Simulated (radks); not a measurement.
The cerium ion Ce4+, configuration [Xe]. Calculated with a radial shooting solver on a logarithmic mesh with Libxc functionals: scalar-relativistic Kohn-Sham, LDA (Slater exchange, Perdew-Zunger correlation), spin-unpolarised, spherical densities, finite nucleus; Fermi nuclear charge, rms radius 4.8771 fm. Some entries of the table are withheld. Estimate them.

| orbital | occ. | eigenvalue (eV) | <1/r> (bohr^-1) |
|---|---|---|---|
| 1s | 2 | -40269.15 | 63.28 |
| 2s | 2 | -6486.818 | 14.59 |
| 2p | 6 | -5817.560 | 13.82 |
| 3s | 2 | -1432.753 | 5.291 |
| 3p | 6 | -1219.832 | 5.013 |
| 3d | 10 | -916.3549 | 4.757 |
| 4s | 2 | -324.9624 | (1) |
| 4p | 6 | -255.1065 | (2) |
| 4d | 10 | -154.3855 | 1.796 |
| 5s | 2 | -79.1056 | 0.9139 |
| 5p | 6 | (3) | 0.8012 |

Answer. 
(1) 4s <1/r> (bohr^-1): 2.221
(2) 4p <1/r> (bohr^-1): 2.051
(3) 5p eigenvalue (eV): -60.2372
